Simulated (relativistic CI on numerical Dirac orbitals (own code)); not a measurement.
Hyperfine structure of Ir LXXVI, mass number 193

Method of calculation: Dirac-Coulomb-Breit CI, KLI orbitals optimised for each configuration, model QED, unscaled Slater integrals (own radial code, finite nucleus).

Configuration list: 1s2, 1s.2s, 1s.2p, 1s.3s, 1s.3p, 1s.3d, 1s.4s, 1s.4p, 1s.4d, 1s.4f, 1s.5s, 1s.5p, 1s.5d, 1s.5f, 1s.5g, 1s.6s, 1s.6p, 1s.6d, 2s2. Levels of other configurations are missing.

Nuclear spin I = 3/2, μ = 0.163 μN, Q = 0.751 b (tables of Stone and Pyykkö). The electronic factors are computed for point nuclear moments, without core polarisation or the Bohr-Weisskopf and QED corrections.

| Level | E (eV) | A (GHz) | B (GHz) |
| --- | --- | --- | --- |
| 1s.2s 3S_1 | 64351.7 | 12360 | -0.0529 |
| 1s.2p 3P°_1 | 64473.3 | 11260 | -23.9 |
| 1s.2p 3P°_2 | 66361.8 | 5445 | 1560 |
| 1s.2p 1P°_1 | 66414.4 | -5219 | 797 |
| 1s.3s 3S_1 | 76866.6 | 11210 | -0.0601 |
| 1s.3p 3P°_1 | 76898.8 | 10900 | -6.69 |
| 1s.3p 3P°_2 | 77461.3 | 5391 | 499 |
| 1s.3d 3D_2 | 77471.0 | 5383 | 99.5 |

Levels with J = 0, under 50 % of one LS term, or S terms without an open s electron are left out. Small factors come from cancelling terms and can be off by tens of per cent or more.

At this charge energies of transitions that change n are usually good to better than 1 %, and those within a shell (Δn = 0) to a few per cent.

Task: Give the hyperfine levels of 1s.2s 3S_1 relative to its centre of gravity.

Result: With K = F(F + 1) − I(I + 1) − J(J + 1), E = AK/2 + B[¾K(K + 1) − I(I + 1)J(J + 1)]/[2I(2I − 1)J(2J − 1)]: F = 1/2: -30890, F = 3/2: -12360, F = 5/2: 18530 GHz.

LS names give the leading component of a level, which can be under half, so a name can repeat, a term be missing and a line seem to break the LS rules.
